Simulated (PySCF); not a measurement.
C7H15, SMILES C[CH]CCCCC, multiplicity 2.

Coordinates come from a B3LYP-D3(BJ)/def2-SVP optimisation. The isomer is the one that the SMILES or the coordinates give; other isomers of the formula were not compared. The values are those of a single conformer.

Two levels are set side by side: PBE/def2-SVP (PySCF) and CAM-B3LYP/def2-SVP (PySCF). Same geometry, gas phase. Differences are taken from unrounded values.

| quantity | CAM-B3LYP |
|---|---|
| α-spin orbital gap (eV) | 9.34 |
| β-spin orbital gap (eV) | 10.73 |
| dipole moment (D) | 0.31 |
| mean polarisability (bohr³) | 78.0 |

Task: What does PBE give, and how far is it from CAM-B3LYP? (The exact figures need the calculation; the answer reports its results.)

Result: 
| quantity | PBE | PBE minus CAM-B3LYP |
|---|---|---|
| α-spin orbital gap (eV) | 4.93 | -4.42 |
| β-spin orbital gap (eV) | 5.59 | -5.14 |
| dipole moment (D) | 0.35 | 0.03 |
| mean polarisability (bohr³) | 81.8 | 3.8 |

PBE's more diffuse valence density responds more strongly to a field. Differences between two approximate levels are no errors against the true value.

Rough cost on one machine, each run with all the roots and properties that it gave: CAM-B3LYP against PBE within a factor of 2.
